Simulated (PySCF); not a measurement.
WOF₄ was optimised in PySCF in the def2-TZVP basis family (density fitting, no spin–orbit coupling) with several functionals.

One of them gave a singlet of C4v symmetry with a mean bond of 1.825 Å to W, wavenumbers 100, 235 (×2), 244, 298 (×2), 332, 635, 692 (×2), 723, 1076 cm⁻¹ and a HOMO–LUMO gap of 6.95 eV.

Which level of theory was it?
A. PBE0
B. PBE
C. B3LYP

C. That is B3LYP, with W–F 1.860 Å (×4), W–O 1.682 Å. The others give PBE 1.834 Å and 1035 cm⁻¹ for the highest mode; PBE0 1.812 Å and 1104 cm⁻¹ for the highest mode.

Spin–orbit coupling can matter for WOF₄ and is left out. Each species is the lowest minimum found with this bonding; other isomers or fragments can lie lower.
